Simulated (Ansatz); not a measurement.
Molecule: C4H3N2, net charge 0, doublet state. It need not be the lowest isomer of its formula. 
Geometry from a B3LYP-D3(BJ)/def2-TZVP (Ansatz, a quantum-chemistry and plane-wave program) optimisation:
```
C
N 1 1.3368
C 2 1.3213 1 117.03
N 3 1.3466 2 124.01 1 0.00
C 4 1.2804 3 117.61 2 0.00
H 3 1.0831 2 118.36 1 -180.00
C 5 1.3853 4 124.69 3 0.00
H 7 1.0799 5 124.00 4 180.00
H 1 1.0855 2 116.51 3 180.00
```
Charge 0, spin multiplicity 2.

Total electronic energies in hartree. Cores are frozen in the correlated levels unless marked. Open shells are spin-unrestricted. No spin-orbit coupling. No relativistic terms. CBS(X,Y): correlation extrapolated as X^-3; Hartree-Fock from the larger set. The program attaches cautions to a run behind CCSD(T)/STO-3G: large difference.

The UHF reference is spin-contaminated (<S^2> 0.48 over the pure value in the largest basis). The T1 diagnostic of CCSD in the largest basis is 0.046, which is high, so the coupled-cluster rows are less sure than usual.

```json
[
 {"level": "HF/cc-pwCVTZ", "program": "Ansatz", "energy (Eh)": "-262.14113"},
 {"level": "SVWN5/def2-TZVPD", "program": "Ansatz", "energy (Eh)": "-261.47005"},
 {"level": "revPBE-D3(BJ)/def2-TZVPD", "program": "Ansatz + dftd3", "energy (Eh)": "-263.70092"},
 {"level": "r2SCAN/def2-TZVPD", "program": "Ansatz", "energy (Eh)": "-263.60013"},
 {"level": "r2SCAN-D3(BJ)/def2-TZVPD", "program": "Ansatz + dftd3", "energy (Eh)": "-263.60228"},
 {"level": "B97M-V/def2-TZVPD", "program": "Ansatz", "energy (Eh)": "-263.73343"},
 {"level": "PBE0/6-31G*", "program": "Ansatz", "energy (Eh)": "-263.34163"},
 {"level": "PBE0/def2-SVP", "program": "Ansatz", "energy (Eh)": "-263.14781"},
 {"level": "PBE0-D4/def2-TZVP", "program": "Ansatz + dftd4", "energy (Eh)": "-263.44149"},
 {"level": "BHLYP-D3(BJ)/def2-TZVPD", "program": "Ansatz + dftd3", "energy (Eh)": "-263.59599"},
 {"level": "r2SCANh/def2-TZVPD", "program": "Ansatz", "energy (Eh)": "-263.58411"},
 {"level": "CAM-B3LYP-D3(BJ)/def2-TZVPD", "program": "Ansatz + dftd3", "energy (Eh)": "-263.61634"},
 {"level": "LC-wPBE-D3(BJ)/def2-TZVPD", "program": "Ansatz + dftd3", "energy (Eh)": "-263.55339"},
 {"level": "wB97M-V/def2-TZVPD", "program": "Ansatz", "energy (Eh)": "-263.65279"},
 {"level": "B2PLYP-D3(BJ)/def2-TZVPD", "program": "Ansatz + dftd3", "energy (Eh)": "-263.53455"},
 {"level": "SCS-MP2/cc-pVQZ", "program": "Ansatz", "energy (Eh)": "-263.13610"},
 {"level": "CCSD/6-31G", "program": "Ansatz", "energy (Eh)": "-262.48102"},
 {"level": "CCSD/6-31G*", "program": "Ansatz", "energy (Eh)": "-262.86434"},
 {"level": "CCSD/cc-pVDZ", "program": "Ansatz", "energy (Eh)": "-262.89528"},
 {"level": "CCSD/cc-pwCVTZ", "program": "Ansatz", "energy (Eh)": "-263.13840"},
 {"level": "CCSD/cc-pVQZ", "program": "Ansatz", "energy (Eh)": "-263.19428"},
 {"level": "CCSD(T)/STO-3G", "program": "Ansatz", "energy (Eh)": "-259.13271"},
 {"level": "CCSD(T)/CBS(cc-pVTZ,cc-pVQZ)", "program": "Ansatz", "energy (Eh)": "-263.2968"}
]
```

Totals of different functionals don't rank their quality; only differences between species are comparable.
